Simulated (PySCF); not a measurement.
A GIAO shielding run with PySCF 2.14.0 with density-fitted response routines (density fitting, non-relativistic, gas phase) on SMILES S[SiH2]N([SiH3])[SiH3], H₉NSSi₃:

```
$ OMP_NUM_THREADS=1 python probes_run.py task.json out

{"job": {"kind": "nmr", "xc": "PBE0", "basis": "pcSseg-1"}, "charge": 0, "multiplicity": 1}
Si    -1.265949     1.358003    -0.267337
N     -0.315805    -0.037774     0.198627
Si    -0.642817    -1.639299    -0.416835
Si     1.153477     0.261810     1.071306
S      2.734767     0.792401    -0.281098
H     -1.668337     2.027773     0.970172
H     -2.413927     0.856627    -1.013990
H     -0.460115     2.251915    -1.100936
H     -0.177478    -2.591612     0.589851
H      0.090443    -1.845535    -1.673068
H     -2.081117    -1.746306    -0.627992
H      1.534621    -0.954965     1.774047
H      1.012184     1.426234     1.926601
H      2.499376    -0.159745    -1.171513
```

Hardware: 1 thread of an Intel Xeon Platinum 8375C, shared host. The job also computes population analyses, field gradients.

(1) How large is the calculation?

(2) How long does it take, and how much memory does it need?

Answers

(1) 74 electrons, 158 basis functions and 914 auxiliary functions.

(2) 22 s of wall time, with 12 SCF cycles and 4 response iterations; peak memory 0.74 GiB. Times on a shared host scatter by some tens of per cent.
